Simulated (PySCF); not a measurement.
A structure optimised at B3LYP-D3(BJ)/def2-SVP, used in a PySCF frequency run:

```xyz
7

O      0.4255     3.4550     0.0000
C      0.1543     2.3221     0.0000
N     -0.1370     1.1551     0.0000
Si    -0.3698    -0.5108     0.0000
F     -1.2182    -0.9329     1.2906
F     -1.2182    -0.9329    -1.2906
Cl     1.3961    -1.5128     0.0000
```
Charge 0, spin multiplicity 1.

### Question
Write its SMILES, formula and point group.

### Answer
O=C=N[Si](F)(F)Cl, CClF2NOSi, Cs

### Question
What are its rotational constants (standard atomic weights)?

### Answer
2.5778, 1.1007, 0.95605 GHz
